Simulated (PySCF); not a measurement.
# Working out the ionisation energy of S²⁺

S²⁺ [Ne] 3s2 3p2 (3P) → S³⁺ [Ne] 3s2 3p1 (2P). All numbers are calculated (PySCF 2.14, scalar relativity by spin-free X2C-1e, in x2c-TZVPPall with one added diffuse shell each of s, p, d type (6s6p4d1f, 51 functions)). Frozen: 1s2. Energies in hartree (1 hartree = 27.21139 eV):

```csv
part,S²⁺ (lower),S³⁺ (upper)
UHF,-397.411733,-396.156813
MP2 opposite-spin,-0.166741,-0.156936
MP2 same-spin,-0.060184,-0.051679
```

Question: What does Hartree-Fock give?

Answer: (-396.156813) − (-397.411733) = 1.254920 hartree = 34.148 eV.

Question: What do MP2 and SCS-MP2 (6/5 opposite-spin, 1/3 same-spin) give?

Answer: The opposite-spin parts differ by 0.267 eV and the same-spin parts by 0.231 eV. MP2: 34.148 + (0.267) + (0.231) = 34.646 eV. SCS-MP2: 34.148 + 1.2 × (0.267) + (0.231)/3 = 34.545 eV.

A first-order spin-orbit estimate adds -0.009 eV to MP2 (valence and next inner shell), giving 34.637 eV against 34.86 ± 0.04 eV (semi-empirical (NIST evaluation); NIST Atomic Spectra Database, ionization energies).

What remains against the reference includes basis incompleteness, the frozen core and correlation beyond second order.
